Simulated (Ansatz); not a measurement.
`FC(F)(F)C[O][Sn]([Cl])([Cl])[Cl]` + `OB(F)F` → `FB(F)OC(F)(F)F` + `C[O][Sn]([Cl])([Cl])[Cl]`  (substitution at a C–C bond)

Computed with Ansatz on PBE0-D4/def2-TZVP structures; ΔE is electronic, products minus reactants. CBS: MP2 limit from def2 TZ/QZ plus the TZ coupled-cluster correction, frozen cores. This one scheme is used for every species. DFT in def2-TZVPP. HSE06 is defined as in plane-wave codes. Elements past krypton have def2 core potentials. For Sn outer-core shells are correlated without core-valence functions, which leaves a few kJ/mol of doubt a bond. One conformer a species, not always the lowest.

`FC(F)(F)C[O][Sn]([Cl])([Cl])[Cl]`:

Z-matrix (Å, degrees):
```
C
F 1 1.340
F 1 1.333 2 107.9
F 1 1.333 2 107.9 3 -116.3
C 1 1.515 2 109.2 3 121.9
O 5 1.400 1 108.3 2 -179.9
H 5 1.096 1 107.0 2 58.3
H 5 1.096 1 107.0 2 -58.2
Sn 6 1.937 5 121.3 1 -178.1
Cl 9 2.276 6 106.7 5 179.0
Cl 9 2.293 6 108.7 5 58.3
Cl 9 2.292 6 108.9 5 -60.3
```

`OB(F)F`:

```xyz
5

O    -0.212    0.024   -0.994
B     0.104    0.216    0.300
F     0.414    1.425    0.719
F     0.117   -0.777    1.180
H    -0.423   -0.888   -1.205
```

`FB(F)OC(F)(F)F`:

Cartesian coordinates in Å:
```
F 1.703 0.876 -0.131
B 0.882 0.315 -0.987
F 1.182 0.280 -2.261
O -0.303 -0.251 -0.609
C -0.745 -0.290 0.671
F 0.094 -0.957 1.458
F -0.900 0.932 1.172
F -1.914 -0.903 0.687
```

`C[O][Sn]([Cl])([Cl])[Cl]`:

```xyz
9

C    -0.477   -0.611   -1.333
O    -0.473   -0.849    0.065
Sn    0.363    0.421    1.255
Cl    2.592    0.636    0.740
Cl    0.099   -0.372    3.378
Cl   -0.632    2.480    1.027
H    -1.004   -1.448   -1.795
H     0.537   -0.571   -1.746
H    -1.004    0.314   -1.591
```

(1) Is it downhill or uphill in electronic energy at CCSD(T)/CBS, and by how much? (Best estimate.)

(2) What do these levels give: PBE0-D4, HSE06-D4, revPBE, SCS-MP2/def2-TZVPP, SCS-MP2/def2-QZVPP, CCSD/CBS(def2)? (Best estimate.)

Largest T1 diagnostic among the species: 0.012.

## Answers

(1) Ansatz gave: Uphill: ΔE = +34.9 kJ/mol.

(2) The calculation gave: PBE0-D4 28.5, HSE06-D4 28.4, revPBE 27.7, SCS-MP2/def2-TZVPP 31.2, SCS-MP2/def2-QZVPP 33.4, CCSD/CBS(def2) 34.4 kJ/mol.

In def2-TZVPP, CCSD(T) changes the Hartree–Fock value by +11.4 kJ/mol (the triples alone add +0.5 kJ/mol) and MP2 by +13.5 kJ/mol. At CCSD(T), def2-SVP lies −14.7 kJ/mol from the extrapolated value and def2-TZVPP −3.8 kJ/mol. Leaving LDA and LC-ωPBE aside and taking each functional with its dispersion term where it has one, the values, not all of them listed here, spread over 6.1 kJ/mol, from B97M-V to revPBE-D4.
